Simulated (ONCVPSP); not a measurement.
**terbium: one change to an ONCV potential, before and after**

terbium, optimised norm-conserving Vanderbilt (ONCV), made with ONCVPSP 4.0.1 (PBE, fully relativistic). Core [Kr] 4d10 4f8, reference 5s2 5p6 5d1 6s1.75 (charge +0.25). Waves: 5s+6s: rc 2.50 bohr, ncon 4, nbas 8, qcut 4.4 1/bohr, 3 projectors, debl 2.1 Ha; 5p: rc 1.55 bohr, ncon 5, nbas 9, qcut 5.3 1/bohr, 2 projectors, debl 1.9 Ha; 5d: rc 3.70 bohr, ncon 4, nbas 8, qcut 4.5 1/bohr, 1 projector; f scattering state at 0.03 Ha: rc 2.90 bohr, ncon 3, nbas 6, qcut 4.1 1/bohr, 2 projectors, debl 2.8 Ha. Local part: polynomial inside 1.05 bohr (lpopt 5, dvloc0 0 Ha). Core correction: Teter function, fcfact 4.25, rcfact 1.35.

Open shells are filled in proportion to 2j + 1.

All-electron outer shells of the reference configuration (PBE, scalar-relativistic, ld1.x):

```tsv
shell	level (eV)	outermost node (bohr)	outermost maximum (bohr)
5s	-52.75	0.64	1.18
5p	-29.37	0.69	1.33
4f	-10.45	–	0.55
6s	-5.43	1.57	3.28
5d	-3.80	0.77	1.92
```

Change: p: debl 0.75. In the p channel the program set the typed energies aside and used -1.029, 0.250 Ha (j = l + 1/2; the other j can differ).

Cutoffs: the cutoffs (Ha) at which the residual kinetic energy of the hardest occupied pseudo-wave falls to 1 and 0.1 mHa per electron; they do not see the model core or the augmentation charge, which bear on the density cutoff. Errors are all-electron minus pseudo energies relative to the spin-unpolarised reference configuration.

How do hardness, ghosts and transferability respond?

The potential gets neither clearly harder nor softer (81 Ha and 105 Ha → 81 Ha and 105 Ha); both files keep a bound ghost (s); the errors of the 3 common tests hardly move.

| quantity | base | changed |
| --- | --- | --- |
| cutoff, loose | 81 Ha | 81 Ha |
| cutoff, tight | 105 Ha | 105 Ha |
| bound ghosts | s | s |
| GHOST(+) flags under 300 eV | d5/2 at 110.8 eV, d3/2 at 118.1 eV, p3/2 at 131.4 eV, p1/2 at 181.6 eV | d5/2 at 110.8 eV, d3/2 at 118.1 eV, p3/2 at 123.7 eV |
| tests counted as reliable (solved cleanly; for ONCVPSP, near-neutral configurations with less than one 5d electron left out) | 3 of 4 | 3 of 4 |
| error for 5s2 5p6 5d1 6s2, meV [ΔE -1.20 eV] | 0.0 | 0.0 |
| error for 5s2 5p6 5d1 6s1, meV [ΔE 5.54 eV] | +0.8 | +0.8 |
| error for 5s2 5p6 5d1 6s0, meV [ΔE 17.81 eV] | +4.7 | +4.7 |
| s: phases at 2.54 bohr within 0.05 rad from the reference energy up to (Ha; the scan ends near 5) | to the end of the scan | to the end of the scan |
| p3/2: phases at 1.57 bohr within 0.05 rad from the reference energy up to (Ha; the scan ends near 5) | 4.1 | 3.8 |
| p1/2: phases at 1.57 bohr within 0.05 rad from the reference energy up to (Ha; the scan ends near 5) | 4.5 | 4.3 |
| d5/2: phases at 3.76 bohr within 0.05 rad from the reference energy up to (Ha; the scan ends near 5) | 0.3 | 0.3 |
| d3/2: phases at 3.76 bohr within 0.05 rad from the reference energy up to (Ha; the scan ends near 5) | 0.3 | 0.3 |
| f7/2: phases at 2.95 bohr within 0.05 rad from the reference energy up to (Ha; the scan ends near 5) | 0.3 | 0.3 |
| f5/2: phases at 2.95 bohr within 0.05 rad from the reference energy up to (Ha; the scan ends near 5) | 0.3 | 0.3 |
| rms error of d²Exc/dni dnj with the model core, mHa | 3.28 | 3.28 |

Base: Tests not counted: 5s2 5p6 5d0 6s2 6p1 (all-electron energy unsafe for a near-neutral lanthanide with less than one 5d electron, printed error +25 meV). Changed file: Tests not counted: 5s2 5p6 5d0 6s2 6p1 (all-electron energy unsafe for a near-neutral lanthanide with less than one 5d electron, printed error +25 meV). A true bound ghost makes a file unfit for plane-wave use even where its test errors are small: the radial tests pick states by their node count and pass the ghost by.
